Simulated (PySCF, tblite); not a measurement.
Isomers of C7H10NP, one GFN2-xTB conformer each. Single-point energies are computed at PBE0/pcSseg-1 (PySCF, gas phase, no added dispersion term), electronic only.

**Question.** Rank them by PBE0/pcSseg-1 energy, lowest first (kcal/mol).
A. `[CH3:1][CH:2]([CH3:3])[c:4]1[cH:5][cH:6][p:7][cH:8][n:9]1` with C1–C2–C4–C5 119°
B. `[CH3:1][CH:2]([CH3:3])[c:4]1[n:5][cH:6][cH:7][cH:8][p:9]1` with C1–C2–C4–N5 -61°

**Answer.** B (0.0), A (0.2).

Neighbours under 2.5 kcal/mol apart (CC(C)c1ncccp1 and CC(C)c1ccpcn1) can change places with a better method, another conformer or zero-point energy. GFN2-xTB itself gives, in the same order: 0.0, 0.0. Both levels put the same isomer lowest.

**Question.** Which frontier levels, dipoles and rotational constants go with these structures?

**Answer.** 
```csv
SMILES,"HOMO (eV, PBE0/pcSseg-1)",LUMO (eV),dipole (D),"A, B, C (MHz)"
CC(C)c1ncccp1,-6.95,-1.77,1.25,"2524, 1060, 887.8"
CC(C)c1ccpcn1,-7.02,-1.72,1.82,"3211, 862.6, 795.2"
```

**Question.** What happens when harmonic zero-point energies from GFN2-xTB frequencies are added?

**Answer.** 
```
       SMILES  ZPE (kcal/mol)  electronic (kcal/mol)  with ZPE (kcal/mol)
CC(C)c1ncccp1            96.0                    0.0                  0.0
CC(C)c1ccpcn1            96.1                    0.2                  0.2
```

The zero-point energies span 0.1 kcal/mol. The order is unchanged.

**Question.** As an exercise, what shares would exp(−E/RT) give at 500 K from these electronic energies alone (no entropy, no degeneracies)?

**Answer.** RT = 0.994 kcal/mol: CC(C)c1ncccp1 55.0 %, CC(C)c1ccpcn1 45.0 %.
